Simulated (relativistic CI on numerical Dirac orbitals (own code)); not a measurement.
## Slater and spin-orbit integrals, Os41+

Calculated at this level of theory: Dirac-Coulomb-Breit CI, KLI orbitals optimised for each configuration, model QED (radiative potential, 1s self-energy scaled to tabulated hydrogen-like ionisation energies), unscaled Slater integrals (own radial code, finite nucleus).

Slater integrals F^k, G^k are unscaled and averaged over j, outside the closed core [Ar] 3d10; ζ comes from projecting the Hamiltonian with its Breit term on Σ l·s of the shell.

- 4s²4p⁵: ζ(4p) = 578970 cm⁻¹; <r>(4p) = 0.397, <r^2>(4p) = 0.1785 (bohr units).
- 4s²4p⁴4d: F^2(4p,4p) = 256400, ζ(4p) = 579690, F^2(4p,4d) = 252860, G^1(4p,4d) = 312010, G^3(4p,4d) = 200510, ζ(4d) = 73121 cm⁻¹; <r>(4p) = 0.397, <r^2>(4p) = 0.1785, <r>(4d) = 0.3953, <r^2>(4d) = 0.1786 (bohr units).
- 4s4p⁵4d: G^1(4s,4p) = 335630, ζ(4p) = 579350, G^2(4s,4d) = 248460, F^2(4p,4d) = 252820, G^1(4p,4d) = 311970, G^3(4p,4d) = 200480, ζ(4d) = 73481 cm⁻¹; <r>(4s) = 0.3867, <r^2>(4s) = 0.1682, <r>(4p) = 0.3971, <r^2>(4p) = 0.1786, <r>(4d) = 0.3954, <r^2>(4d) = 0.1787 (bohr units).

Averages of the first 10 configurations, taken without configuration mixing, which lowers the lowest level and can move excited configurations by several eV; other configurations of the list can lie among them:

```csv
Configuration,Parity,States,Average energy above the lowest level (eV)
4s²4p⁵,odd,6,37.5
4s4p⁶,even,2,228.7
4s²4p⁴4d,even,150,252.8
4s4p⁵4d,odd,120,439.0
4s²4p⁴4f,odd,210,458.6
4s4p⁵4f,even,168,645.0
4p⁶4d,even,10,636.5
4s4p⁴4d²,even,1350,652.6
4s²4p³4d4f,even,2800,674.7
4p⁶4f,odd,14,842.9
```
